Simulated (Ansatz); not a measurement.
Si₄⁻, relaxed as a doublet with UKS r2SCAN-D4/def2-TZVPD in Ansatz, starting from the r2SCAN-D4/def2-TZVP geometry of the neutral singlet. Force threshold 0.02 eV/Å.

The structure comes from a short search, and lower isomers may exist.

Start:

```xyz
4

Si    1.423   -0.583    1.248
Si   -1.424    0.579   -1.250
Si    0.825    0.225   -0.835
Si   -0.824   -0.221    0.836
```

| step | energy (eV) | largest force component (eV/Å) | SCF passes |
| --- | --- | --- | --- |
| 1 | -31508.1434 | 0.406 | 19 |
| 2 | -31508.1611 | 0.078 | 24 |
| 3 | -31508.1616 | 0.017 | 19 |

Force components are those of the run's own axes.

End:

```tsv
atom	x (Å)	y (Å)	z (Å)
Si1	1.436	-0.587	1.260
Si2	-1.436	0.586	-1.261
Si3	0.805	0.219	-0.816
Si4	-0.805	-0.218	0.817
```

By distances, no bond broke or formed. The bond that changes most is Si3–Si4, from 2.39 to 2.33 Å (atoms count from 1).

No frequencies were taken in this run, so the end may be a saddle point.

Run time 21 s (2 threads of Arm Neoverse V1 on a shared host).
